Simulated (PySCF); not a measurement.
C₆H₆OSe, SMILES c1cc(ccc1[SeH])O, singlet, GFN2-xTB optimised geometry.

```
14

O     -2.91    -0.03    -0.01
C     -1.56    -0.04     0.00
C     -0.82    -1.22     0.00
C      0.56    -1.18     0.00
C      1.22     0.04     0.00
Se     3.14     0.04     0.00
C      0.49     1.22     0.00
C     -0.89     1.18     0.00
H     -3.25    -0.93    -0.01
H     -1.34    -2.17     0.00
H      1.12    -2.10     0.00
H      3.25     1.48     0.01
H      1.00     2.17     0.00
H     -1.47     2.09     0.00
```

Density from CAM-B3LYP/def2-TZVP (PySCF) at that geometry.

Minimum of the electron density along straight lines between bonded atoms, close to the bond critical point (lines longer than 1.1 times the sum of covalent radii, or with two minima, are not listed):

```
bond     length / Å  ρ at the minimum / e bohr⁻³  ∇²ρ there / e bohr⁻⁵  position (fraction from the first atom)
-------  ----------  ---------------------------  --------------------  ---------------------------------------
O1–C2         1.359                        0.296                 -0.63                                     0.66
C2–C3         1.390                        0.323                 -0.97                                     0.52
C3–C4         1.381                        0.324                 -0.97                                     0.50
C4–C5         1.387                        0.322                 -0.95                                     0.49
C5–Se6        1.919                        0.159                   ___                                     0.49
C5–C7         1.388                        0.321                 -0.95                                     0.51
C2–C8         1.392                        0.323                 -0.98                                     0.52
C7–C8         1.379                        0.326                 -0.98                                     0.50
O1–H9         0.965                        0.358                   ___                                     0.81
C3–H10        1.082                        0.285                 -1.01                                     0.64
C4–H11        1.081                        0.288                 -1.04                                     0.65
Se6–H12       1.446                        0.185                   ___                                     0.62
C7–H13        1.081                        0.288                 -1.04                                     0.65
C8–H14        1.078                        0.289                 -1.04                                     0.65
```

Complete the blanks.


- C5–Se6, ∇²ρ there / e bohr⁻⁵: -0.19
- O1–H9, ∇²ρ there / e bohr⁻⁵: -2.44
- Se6–H12, ∇²ρ there / e bohr⁻⁵: -0.34
